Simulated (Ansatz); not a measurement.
Consider the formal exchange of groups at a C–Si bond: `CN[SiH2]CCl` + `C=CC` → `C/C=C/CCl` + `CN[SiH3]`.

Calculated with Ansatz (gas phase, PBE0-D4/def2-TZVP geometries, no zero-point term in ΔE). CBS: MP2 limit from def2 TZ/QZ plus the TZ coupled-cluster correction, frozen cores. Functionals use def2-TZVPP. B3LYP here is the variant with VWN-RPA as its local correlation; programs differ in this. Each species was taken in one conformer, which may not be the lowest.

```json
{"level": "PBE-D4", "ΔE (kJ/mol)": "22.9", "difference from CCSD(T)/CBS": "-3.3"}
{"level": "r2SCAN-D4", "ΔE (kJ/mol)": "24.5", "difference from CCSD(T)/CBS": "-1.7"}
{"level": "PBE0-D4", "ΔE (kJ/mol)": "23.6", "difference from CCSD(T)/CBS": "-2.6"}
{"level": "B3LYP-D4", "ΔE (kJ/mol)": "24.5", "difference from CCSD(T)/CBS": "-1.7"}
{"level": "ωB97X-V", "ΔE (kJ/mol)": "24.5", "difference from CCSD(T)/CBS": "-1.7"}
{"level": "ωB97M-V", "ΔE (kJ/mol)": "27.5", "difference from CCSD(T)/CBS": "1.3"}
{"level": "B2PLYP", "ΔE (kJ/mol)": "22.2", "difference from CCSD(T)/CBS": "-4.0"}
{"level": "PBE", "ΔE (kJ/mol)": "20.6", "difference from CCSD(T)/CBS": "-5.6"}
{"level": "r2SCAN", "ΔE (kJ/mol)": "23.8", "difference from CCSD(T)/CBS": "-2.4"}
{"level": "PBE0", "ΔE (kJ/mol)": "21.4", "difference from CCSD(T)/CBS": "-4.8"}
{"level": "B3LYP", "ΔE (kJ/mol)": "20.7", "difference from CCSD(T)/CBS": "-5.5"}
{"level": "HF/def2-TZVPP", "ΔE (kJ/mol)": "20.0", "difference from CCSD(T)/CBS": "-6.2"}
{"level": "MP2/def2-TZVPP", "ΔE (kJ/mol)": "23.0", "difference from CCSD(T)/CBS": "-3.2"}
{"level": "SCS-MP2/def2-TZVPP", "ΔE (kJ/mol)": "21.4", "difference from CCSD(T)/CBS": "-4.8"}
{"level": "CCSD/def2-TZVPP", "ΔE (kJ/mol)": "23.9", "difference from CCSD(T)/CBS": "-2.3"}
{"level": "CCSD(T)/def2-TZVPP", "ΔE (kJ/mol)": "23.8", "difference from CCSD(T)/CBS": "-2.4"}
{"level": "HF/def2-QZVPP", "ΔE (kJ/mol)": "19.8", "difference from CCSD(T)/CBS": "-6.4"}
{"level": "MP2/def2-QZVPP", "ΔE (kJ/mol)": "24.4", "difference from CCSD(T)/CBS": "-1.8"}
{"level": "SCS-MP2/def2-QZVPP", "ΔE (kJ/mol)": "22.8", "difference from CCSD(T)/CBS": "-3.4"}
{"level": "HF/CBS(def2)", "ΔE (kJ/mol)": "19.8", "difference from CCSD(T)/CBS": "-6.4"}
{"level": "MP2/CBS(def2)", "ΔE (kJ/mol)": "25.4", "difference from CCSD(T)/CBS": "-0.8"}
{"level": "CCSD/CBS(def2)", "ΔE (kJ/mol)": "26.3", "difference from CCSD(T)/CBS": "0.1"}
{"level": "CCSD(T)/CBS", "ΔE (kJ/mol)": "26.2", "difference from CCSD(T)/CBS": "0"}
```

Largest T1 diagnostic among the species: 0.010.

In def2-TZVPP, CCSD(T) changes the Hartree–Fock value by +3.8 kJ/mol (the triples alone add −0.1 kJ/mol) and MP2 by +3.0 kJ/mol. The D4 term adds +3.8 kJ/mol with B3LYP and +2.2 kJ/mol with PBE0; it sums over pairs of atoms, weighted by their polarisabilities, and B3LYP, whose exchange is more repulsive, gets the larger term.
